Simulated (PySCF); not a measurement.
# Electron correlation in He (helium, neutral)

1s2, closed-shell 1S. Calculation: PySCF 2.14, in 6-31G*; the non-relativistic Hamiltonian (point nucleus). Frozen: nothing; 2 electrons correlated.

Total MP2 correlation energy: -11.20 mhartree.

Same-spin part 0.00 and opposite-spin part -11.20 mhartree; SCS-MP2 scales them by 1/3 and 6/5 to -13.44 mhartree.

With two correlated electrons CCSD is exact within the correlated space (frozen core and kept virtual orbitals).

```
level  correlation energy (mhartree)
 CCSD                         -15.00
```

Diagnostics: T1 = 0.0015, D1 = 0.0021, largest double amplitude 0.066.

Cost of the coupled-cluster step: 0.02 s of wall time on 1 thread of Intel(R) Xeon(R) Platinum 8259CL CPU @ 2.50GHz (shared host), for 2 correlated electrons.

Iterations:

```
CC2 = 0
CCSD nocc = 1, nmo = 2
frozen orbitals []
max_cycle = 100
direct = 0
conv_tol = 1e-08
conv_tol_normt = 1e-06
diis_space = 8
diis_start_cycle = 0
Init t2, MP2 energy = -2.86636054906391  E_corr(MP2) -0.011200122909465
Init E_corr(CCSD) = -0.011200122909465
cycle = 1  E_corr(CCSD) = -0.0140378376088531  dE = -0.0028377147  norm(t1,t2) = 0.0125329
cycle = 2  E_corr(CCSD) = -0.0147562237728799  dE = -0.000718386164  norm(t1,t2) = 0.00320393
cycle = 3  E_corr(CCSD) = -0.0150018751390609  dE = -0.000245651366  norm(t1,t2) = 0.000821952
cycle = 4  E_corr(CCSD) = -0.0150017000870894  dE = 1.75051972e-07  norm(t1,t2) = 7.5108e-06
cycle = 5  E_corr(CCSD) = -0.0150017076510471  dE = -7.56395778e-09  norm(t1,t2) = 4.40759e-08
CCSD converged
E(CCSD) = -2.870162133805492  E_corr = -0.01500170765104715
```
